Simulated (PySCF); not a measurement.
C₃H₄Cl₂. Atoms are numbered in the order given.

```xyz
9

Cl     1.4650     0.0000    -0.7669
C      0.0000     0.0000     0.2009
Cl    -1.4650     0.0000    -0.7669
C      0.0000     0.7571     1.4875
C      0.0000    -0.7571     1.4875
H     -0.9251     1.2747     1.7548
H      0.9251     1.2747     1.7548
H     -0.9251    -1.2747     1.7548
H      0.9251    -1.2747     1.7548
```

Geometry optimised at ωB97X-D3(BJ)/def2-SVP.

These are TDA-ωB97X/def2-SVPD (PySCF) values and carry that method's errors.

Vertical excitations. Gas-phase values at a fixed geometry. State labels are in the subgroup C2v.

| state | symmetry | energy (eV) | λ (nm) | f | main pairs |
|---|---|---|---|---|---|
| S1 | B2 | 6.87 | 181 | 0.000 | HOMO→LUMO 82 % |
| S2 | A2 | 7.11 | 174 | 0.000 | HOMO→LUMO+1 75 %, HOMO−3→LUMO 15 % |
| S3 | B1 | 7.54 | 164 | 0.005 | HOMO−1→LUMO 68 %, HOMO−2→LUMO+1 18 % |
| S4 | A1 | 7.88 | 157 | 0.008 | HOMO−2→LUMO 43 %, HOMO−1→LUMO+1 40 % |
| S5 | A2 | 8.25 | 150 | 0.000 | HOMO−3→LUMO 69 %, HOMO→LUMO+1 15 % |
| S6 | B2 | 8.55 | 145 | 0.098 | HOMO→LUMO+2 80 % |
| S7 | B1 | 8.65 | 143 | 0.106 | HOMO−2→LUMO+1 69 %, HOMO−1→LUMO 14 % |
| S8 | A1 | 8.69 | 143 | 0.015 | HOMO−1→LUMO+1 45 %, HOMO−2→LUMO 41 % |
| S9 | B2 | 8.90 | 139 | 0.007 | HOMO−3→LUMO+1 82 % |
| S10 | A1 | 9.13 | 136 | 0.007 | HOMO→LUMO+3 76 % |
| T1 | B2 | 6.17 | 201 | 0 | HOMO→LUMO 77 % |
| T2 | A2 | 6.44 | 193 | 0 | HOMO→LUMO+1 63 %, HOMO−3→LUMO 24 % |
| T3 | B1 | 6.75 | 184 | 0 | HOMO−1→LUMO 72 % |
| T4 | A1 | 7.08 | 175 | 0 | HOMO−2→LUMO 42 %, HOMO−1→LUMO+1 35 %, HOMO−4→LUMO 10 % |
Triplets are in the Tamm–Dancoff approximation.
